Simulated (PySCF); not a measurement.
**UHF on Lu+ (lutetium, charge +1)**

Configuration: [Xe] 4f14 5d2, high-spin 3F determinant (an excited configuration). All numbers are calculated (PySCF 2.14, the spin-free X2C one-electron Hamiltonian (Gaussian nucleus), in cc-pVDZ-X2C (8s7p5d3f1g, 84 functions)).

```
Total energy                        : -14557.894552 hartree
One-electron energy                 : -19986.5422 hartree
Hartree (Coulomb) energy            : 5729.0169 hartree
Exchange energy                     : -300.3692 hartree
⟨S²⟩                                : 2.0047
⟨L²⟩                                : 12.036
Sum of ⟨r⟩                          : 39.72 bohr
Sum of ⟨r²⟩                         : 49.44 bohr²
Langevin diamagnetic susceptibility : -39.2 ×10⁻⁶ cm³/mol
```

```json
{"shell": "1s β", "electrons": "1", "mean orbital energy (eV)": "-63643.5", "spread (eV)": "0", "rms radius, mean of both spins (bohr)": "0.0219"}
{"shell": "1s α", "electrons": "1", "mean orbital energy (eV)": "-63643.4", "spread (eV)": "0", "rms radius, mean of both spins (bohr)": "0.0219"}
{"shell": "2s α", "electrons": "1", "mean orbital energy (eV)": "-10971.1", "spread (eV)": "0", "rms radius, mean of both spins (bohr)": "0.0884"}
{"shell": "2s β", "electrons": "1", "mean orbital energy (eV)": "-10971.1", "spread (eV)": "0", "rms radius, mean of both spins (bohr)": "0.0884"}
{"shell": "2p α", "electrons": "3", "mean orbital energy (eV)": "-9673.0", "spread (eV)": "0", "rms radius, mean of both spins (bohr)": "0.0801"}
{"shell": "2p β", "electrons": "3", "mean orbital energy (eV)": "-9673.0", "spread (eV)": "0", "rms radius, mean of both spins (bohr)": "0.0801"}
{"shell": "3s β", "electrons": "1", "mean orbital energy (eV)": "-2547.8", "spread (eV)": "0", "rms radius, mean of both spins (bohr)": "0.227"}
{"shell": "3s α", "electrons": "1", "mean orbital energy (eV)": "-2547.7", "spread (eV)": "0", "rms radius, mean of both spins (bohr)": "0.227"}
{"shell": "3p β", "electrons": "3", "mean orbital energy (eV)": "-2149.3", "spread (eV)": "0", "rms radius, mean of both spins (bohr)": "0.228"}
{"shell": "3p α", "electrons": "3", "mean orbital energy (eV)": "-2149.2", "spread (eV)": "0", "rms radius, mean of both spins (bohr)": "0.228"}
{"shell": "3d β", "electrons": "5", "mean orbital energy (eV)": "-1656.9", "spread (eV)": "0.024", "rms radius, mean of both spins (bohr)": "0.208"}
{"shell": "3d α", "electrons": "5", "mean orbital energy (eV)": "-1656.9", "spread (eV)": "0.090", "rms radius, mean of both spins (bohr)": "0.208"}
{"shell": "4s β", "electrons": "1", "mean orbital energy (eV)": "-540.00", "spread (eV)": "0", "rms radius, mean of both spins (bohr)": "0.509"}
{"shell": "4s α", "electrons": "1", "mean orbital energy (eV)": "-539.96", "spread (eV)": "0", "rms radius, mean of both spins (bohr)": "0.509"}
{"shell": "4p β", "electrons": "3", "mean orbital energy (eV)": "-406.29", "spread (eV)": "0", "rms radius, mean of both spins (bohr)": "0.541"}
{"shell": "4p α", "electrons": "3", "mean orbital energy (eV)": "-406.27", "spread (eV)": "0", "rms radius, mean of both spins (bohr)": "0.541"}
{"shell": "4d α", "electrons": "5", "mean orbital energy (eV)": "-226.20", "spread (eV)": "0.269", "rms radius, mean of both spins (bohr)": "0.592"}
{"shell": "4d β", "electrons": "5", "mean orbital energy (eV)": "-226.16", "spread (eV)": "0.101", "rms radius, mean of both spins (bohr)": "0.592"}
{"shell": "5s α", "electrons": "1", "mean orbital energy (eV)": "-78.134", "spread (eV)": "0", "rms radius, mean of both spins (bohr)": "1.27"}
{"shell": "5s β", "electrons": "1", "mean orbital energy (eV)": "-77.084", "spread (eV)": "0", "rms radius, mean of both spins (bohr)": "1.27"}
{"shell": "5p α", "electrons": "3", "mean orbital energy (eV)": "-44.697", "spread (eV)": "0", "rms radius, mean of both spins (bohr)": "1.51"}
{"shell": "5p β", "electrons": "3", "mean orbital energy (eV)": "-42.739", "spread (eV)": "0", "rms radius, mean of both spins (bohr)": "1.51"}
{"shell": "4f α", "electrons": "7", "mean orbital energy (eV)": "-26.705", "spread (eV)": "0.043", "rms radius, mean of both spins (bohr)": "0.802"}
{"shell": "4f β", "electrons": "7", "mean orbital energy (eV)": "-26.647", "spread (eV)": "0.166", "rms radius, mean of both spins (bohr)": "0.802"}
{"shell": "5d α", "electrons": "2", "mean orbital energy (eV)": "-10.695", "spread (eV)": "0", "rms radius, mean of both spins (bohr)": "2.90"}
```

Spin-orbit coupling, absent here, splits the open shell strongly.

Densities and radii are taken from the X2C orbitals without a picture-change correction, which distorts them close to the nucleus.

Spin-orbit constants ζ (cm⁻¹) from the X2C one-electron operator on these orbitals: bare nucleus, nucleus screened by l(l+1)(2l+1)/3 electrons, and screened by the Breit-Pauli mean field of the electrons.

```
shell     bare  screened nucleus  mean field
   2p  5693000           5532000         n/a
   3p  1227000           1192000         n/a
   3d   192100            165100         n/a
   4p   272900            265300         n/a
   4d    36360             31240         n/a
   4f     5686              3444         n/a
   5p    31200             30320         n/a
   5d     1253              1077         n/a
```

To first order the Landé constant is A = 538.3 cm⁻¹, so the lowest level has J = 2 and lies 0.267 eV below the centre of the term. This holds in LS coupling only.
